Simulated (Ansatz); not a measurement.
Frontier orbitals of C6H10O4, SMILES `CCOC(=O)C(=O)OCC`.

Charge 0, multiplicity 1. Geometry: relaxed with PBE0-D4/def2-TZVP. It is one conformer, not always the lowest. Basis def2-TZVPP, Ansatz 0.2.0.

```json
{"functional": "LDA (SPW92)", "HOMO (eV)": "-6.37", "LUMO (eV)": "-2.51", "gap (eV)": "3.86"}
{"functional": "PBE", "HOMO (eV)": "-6.13", "LUMO (eV)": "-2.21", "gap (eV)": "3.92"}
{"functional": "BLYP", "HOMO (eV)": "-6.05", "LUMO (eV)": "-2.10", "gap (eV)": "3.95"}
{"functional": "B97M-V", "HOMO (eV)": "-6.63", "LUMO (eV)": "-1.98", "gap (eV)": "4.65"}
{"functional": "PBE0", "HOMO (eV)": "-7.82", "LUMO (eV)": "-1.21", "gap (eV)": "6.61"}
{"functional": "B3LYP", "HOMO (eV)": "-7.57", "LUMO (eV)": "-1.47", "gap (eV)": "6.10"}
{"functional": "ωB97M-V", "HOMO (eV)": "-10.24", "LUMO (eV)": "1.09", "gap (eV)": "11.33"}
```

From PBE to PBE0 the HOMO moves by −1.68 eV and the LUMO by +1.00 eV, and with ωB97M-V by −4.11 and +3.30 eV, so the gap grows from 3.92 to 11.33 eV with exact exchange. A positive LUMO is unbound and depends on the basis.

B3LYP here is the variant with VWN-RPA as its local correlation; programs differ in this.
